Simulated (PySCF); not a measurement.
Assignment exercise: C6H18BN

Atoms are numbered as in `[CH3:1][B-:2]([CH3:3])([CH3:4])[N+:5]([CH3:6])([CH3:7])[CH3:8]`. Each H is labelled by its parent atom.

How the numbers were obtained: NMR shieldings at B97-2/pcSseg-1/GIAO, structure optimised with PBE0-D3(BJ)/def2-SVP, in PySCF 2.14.0 with density-fitted response routines (non-relativistic, no solvent model, equivalent nuclei averaged, single conformer).

Scale: 13C (183.69 ppm) and 1H (31.38 ppm) vs TMS (reference shieldings calculated alike).

(1) Assign these signals to the numbered atoms. 13C{1H} NMR (computed): δ 47.4 (CH3), 7.7 (CH3).

(2) Assign these signals to the numbered atoms. 1H NMR (300 MHz, computed): δ 2.21 (s, 9H), -0.25 (s, 9H).

Results:

(1) 
47.4 → C6/C7/C8, methyl carbon bonded to N: deshielded by the electronegative neighbour
7.7 → C1/C3/C4, methyl carbon bonded to B

(2) 
```tsv
δ (ppm)	atoms	environment	reason
2.21	H(C6)/H(C7)/H(C8)	hydrogen on a methyl carbon bonded to N	its carbon carries N, which withdraws density
-0.25	H(C1)/H(C3)/H(C4)	hydrogen on a methyl carbon bonded to B	–
```

A carbon bonded to boron is broadened by the quadrupolar boron nucleus and is often missing from a measured spectrum. Shifts are as computed. Against solution values, carbons near 30 ppm lie about +1 ppm off and those near 130 ppm about +2 ppm. Of 1211 compounds with measured shifts, 218 miss one by over three times the rms of a fit or turn the order of signals round; such compounds aren't used in these exercises. Multiplicities follow the n + 1 count of equivalent neighbours, as no J values were calculated; m marks all less simple cases, F and P coupling included.
